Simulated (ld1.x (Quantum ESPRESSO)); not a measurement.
antimony, TM: configuration errors across variants

ld1.x (Quantum ESPRESSO) 7.5 input, shortened:

```
&input
   title='Sb', zed=51., rel=1, dft='PBESOL', iswitch=3,
   config='[Kr] 4d10 5s2 5p1.5'
 /
 &inputp
   pseudotype=2, tm=.true., lloc=-1, rcloc=2.00,
   nlcc=.true., new_core_ps=.true., rcore=1.00
 /
2
5S  1  0   2.00   0.00  1.45  1.45  0.0
5P  2  1   1.50   0.00  2.40  2.40  0.0
 &test
   configts(1)='5s2 5p1.5'
 /
```

All-electron excitation energies from the reference (eV): (1) 5s2 5p3 -15.337; (2) 5s2 5p2 -6.993; (3) 5s2 5p1 9.018; (4) 5s2 5p3.3 -16.500; (5) 5s1 5p0 77.796; (6) 5s2 5p2.5 -12.065; (7) 5s1 5p3 1.771.

5 further variants failed, have other tests or another functional or relativity, and are left out.

A true bound ghost makes a file unfit for plane-wave use even where its test errors are small: the radial tests pick states by their node count and pass the ghost by.

Errors AE − PS in meV (a dash: test not solved or not reliable):

| change | (1) | (2) | (3) | (4) | (5) | (6) | (7) | bound ghosts |
| --- | --- | --- | --- | --- | --- | --- | --- | --- |
| base | +2.0 | +1.0 | -4.1 | +2.9 | -233 | +1.2 | -16 | d |
| local potential the p channel | -3.8 | 0.0 | -5.5 | -4.4 | -331 | -2.0 | -18 | none |
| wave 5p (bound): rc 2.40 bohr becomes 5p (bound): rc 2.98 bohr | +0.7 | +0.4 | -5.5 | +2.0 | -302 | -0.1 | -6.4 | d |
| core correction Bessel-smoothed model core inside 0.70 bohr | +2.1 | +1.0 | -4.1 | +3.0 | -233 | +1.2 | -16 | d |
| all radii but the core radius scaled by about 1.03 (s 1.50, p 2.48 bohr); local potential all-electron potential smoothed inside 2.06 bohr (lloc = -1) | +1.1 | +0.7 | -4.6 | +1.8 | -276 | +0.6 | -12 | d |
| local potential all-electron potential smoothed inside 1.30 bohr (lloc = -1) | -19 | -2.0 | -7.4 | -25 | -375 | -9.7 | -19 | s, p, d |
| core correction none | +12 | +3.5 | +1.0 | +15 | +305 | +8.0 | +15 | d |

**Question.** Give the same row for: local potential all-electron potential smoothed inside 2.12 bohr (lloc = -1).

**Answer.** +0.2, +0.6, -4.7, +0.7, -278, +0.1, -17; bound ghosts: d.
